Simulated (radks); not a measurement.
Question: These are the eigenvalues of the occupied orbitals of an atom or ion with whole-number occupations (eV). Calculated with a radial shooting solver on a logarithmic mesh with Libxc functionals: Dirac Kohn-Sham, LDA (Slater exchange, Perdew-Wang correlation), spin-unpolarised, spherical densities, point nucleus.

| orbital | eigenvalue |
|---|---|
| 1s1/2 | -4862.680 |
| 2s1/2 | -542.6370 |
| 2p1/2 | -454.9995 |
| 2p3/2 | -449.2420 |
| 3s1/2 | -69.6042 |
| 3p1/2 | -46.5753 |
| 3p3/2 | -45.9103 |
| 3d3/2 | -11.6576 |
| 4s1/2 | -10.5897 |

Which element is it, and in what charge state? The configuration may be excited. Open shells, if any, fill j = l - 1/2 first.

Answer: Z = 22, titanium, charge +1: Ti+ in [Ar] 3d2 4s1. The list shows which subshells hold electrons but not how many an open one holds; the 1s level, -178.7 hartree, gives Z - s = 18.9 by -(Z - s)^2/2, which with screening and relativity narrows Z to a few neighbours, and the depths of the outer levels then fix element, charge and occupations together.
